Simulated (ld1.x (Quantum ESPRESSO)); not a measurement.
Reading a pseudo-wave (Ru (Z = 44))

Columns: radius, all-electron u(r) and pseudo u(r) of the 5p shell (level -6.12 eV) of ruthenium in the configuration [Ar] 3d10 4s2 4p6 4d7 5s0 5p0; PBE, scalar-relativistic, PAW scheme, ld1.x (Quantum ESPRESSO) 7.5.

| r (bohr) | all-electron | pseudo |
| --- | --- | --- |
| 0.088 | 0.0868 | 0.0157 |
| 0.175 | -0.0418 | 0.0597 |
| 0.262 | -0.1342 | 0.1259 |
| 0.350 | -0.1203 | 0.2059 |
| 0.438 | -0.0417 | 0.2877 |
| 0.525 | 0.0526 | 0.3595 |
| 0.612 | 0.1351 | 0.4130 |
| 0.700 | 0.1941 | 0.4419 |
| 0.788 | 0.2259 | 0.4428 |
| 0.875 | 0.2327 | 0.4171 |
| 0.962 | 0.2193 | 0.3690 |
| 1.050 | 0.1901 | 0.3038 |
| 1.138 | 0.1498 | 0.2293 |
| 1.225 | 0.1028 | 0.1531 |
| 1.312 | 0.0519 | 0.0796 |
| 1.400 | -0.0013 | 0.0111 |
| 1.487 | -0.0540 | -0.0499 |
| 1.575 | -0.1060 | -0.1053 |
| 1.662 | -0.1554 | -0.1554 |
| 1.750 | -0.2027 | -0.2027 |
| 1.838 | -0.2470 | -0.2470 |
| 1.925 | -0.2876 | -0.2876 |
| 2.012 | -0.3250 | -0.3250 |
| 2.100 | -0.3595 | -0.3595 |
| 2.188 | -0.3907 | -0.3907 |
| 2.275 | -0.4184 | -0.4184 |

Problem. How many radial nodes do the two functions have?

Solution. The all-electron 5p function has n − l − 1 = 3; the pseudo-wave has 1, since 1 lower shell of the same l stays in the valence.

Problem. At about which radius was the pseudo-wave matched?

Solution. 1.75 bohr. The columns agree to 0.0005 from 1.66 bohr on; several derivatives are matched, so the curves merge somewhat inside the radius.

Problem. Is the pseudo-wave norm-conserving?

Solution. No, it belongs to a PAW set: the norm inside the radius is not constrained, and the difference is carried by the augmentation charge.
